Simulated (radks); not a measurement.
The carbon ion C+, configuration [He] 2s2 2p1. Method: Dirac Kohn-Sham, Slater X-alpha with alpha = 1.008, spin-unpolarised, spherical densities, point nucleus; open shells fill j = l - 1/2 first; computed with a radial shooting solver on a logarithmic mesh with Libxc functionals.

Normalised radial functions P(r) = r R(r) (large component), r in bohr:

r,1s1/2,2p3/2
0.009287,0.2477,0.0007
0.01022,0.2711,0.0008
0.01134,0.2987,0.0010
0.01259,0.3290,0.0013
0.01397,0.3620,0.0016
0.01537,0.3951,0.0019
0.01706,0.4339,0.0023
0.01893,0.4761,0.0028
0.02083,0.5180,0.0034
0.02312,0.5670,0.0042
0.02565,0.6196,0.0051
0.02846,0.6759,0.0062
0.03133,0.7313,0.0075
0.03477,0.7948,0.0091
0.03858,0.8620,0.0111
0.04246,0.9270,0.0133
0.04712,1.0003,0.0161
0.05228,1.0761,0.0195
0.05801,1.1538,0.0236
0.06386,1.2265,0.0282
0.07085,1.3053,0.0340
0.07862,1.3830,0.0409
0.08654,1.4523,0.0484
0.09603,1.5234,0.0581
0.1066,1.5883,0.0694
0.1182,1.6450,0.0827
0.1301,1.6882,0.0969
0.1444,1.7229,0.1147
0.1602,1.7428,0.1353
0.1764,1.7462,0.1570
0.1957,1.7319,0.1835
0.2172,1.6977,0.2136
0.241,1.6426,0.2472
0.2652,1.5734,0.2814
0.2943,1.4791,0.3220
0.3266,1.3668,0.3659
0.3595,1.2495,0.4092
0.3989,1.1114,0.4584
0.4426,0.9663,0.5094
0.4911,0.8195,0.5612
0.5406,0.6870,0.6087
0.5998,0.5514,0.6584
0.6656,0.4284,0.7047
0.7326,0.3287,0.7426
0.8129,0.2375,0.7765
0.902,0.1643,0.8006
1.001,0.1083,0.8129
1.102,0.0703,0.8121
1.222,0.0416,0.7970
1.356,0.0231,0.7665
1.493,0.0126,0.7250
1.657,0.0060,0.6670
1.838,0.0027,0.5977
2.04,0.0011,0.5204
2.245,0.0004,0.4454
2.491,0.0001,0.3640
2.765,0.0000,0.2865
3.043,0.0000,0.2215
3.377,0.0000,0.1606
3.747,0.0000,0.1110
4.157,0.0000,0.0727
4.576,0.0000,0.0468
5.078,0.0000,0.0273

1s1/2: eigenvalue -306.46 eV, 0 radial nodes, <r> = 0.266 bohr, 90 % of the charge inside 0.476 bohr. 2p3/2 (empty): eigenvalue -20.411 eV, 0 radial nodes, <r> = 1.39 bohr, 90 % of the charge inside 2.31 bohr.
